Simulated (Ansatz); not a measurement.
CH₉AlSiSn, SMILES `[CH3][AlH][SiH2][SnH3]`, relaxed with RKS PBE-D4/def2-SVP in Ansatz from a rough embedded geometry. The force threshold is 0.03 eV/Å; the program also tests the step.

The species carries charge 0 and has multiplicity 1. Sn takes the def2 core potential.

Start:

```xyz
13

C     0.318    2.798    0.754
Al   -0.291    1.213   -0.184
Si    0.559   -0.869    0.455
Sn   -0.498   -2.713   -0.876
H    -0.516    3.369    1.201
H     0.819    3.549    0.016
H     1.064    2.574    1.553
H    -1.346    1.299   -1.325
H     0.178   -1.113    1.913
H     1.983   -0.913    0.309
H     0.086   -4.233   -0.465
H    -0.131   -2.382   -2.599
H    -2.226   -2.580   -0.752
```

```json
{"step": "1", "energy (eV)": "-21473.5723", "largest force (eV/Å)": "1.543", "largest move (Å)": "0.000"}
{"step": "2", "energy (eV)": "-21473.8248", "largest force (eV/Å)": "0.756", "largest move (Å)": "0.193"}
{"step": "3", "energy (eV)": "-21473.8674", "largest force (eV/Å)": "0.126", "largest move (Å)": "0.102"}
{"step": "4 (rejected)", "energy (eV)": "-21473.8660", "largest force (eV/Å)": "0.415", "largest move (Å)": "0.047"}
{"step": "5", "energy (eV)": "-21473.8727", "largest force (eV/Å)": "0.027", "largest move (Å)": "0.023"}
```

End:

```xyz
13

C     0.334    2.951    0.779
Al   -0.282    1.331   -0.153
Si    0.546   -0.914    0.458
Sn   -0.510   -2.808   -0.950
H    -0.525    3.512    1.209
H     0.823    3.646    0.060
H     1.055    2.747    1.595
H    -1.365    1.456   -1.334
H     0.231   -1.194    1.912
H     2.051   -1.001    0.340
H     0.027   -4.397   -0.517
H    -0.151   -2.564   -2.626
H    -2.233   -2.766   -0.773
```

Hardware: 4 threads of an Arm Neoverse V2 on a shared host. Wall time 7 s, peak host memory 0.17 GiB.
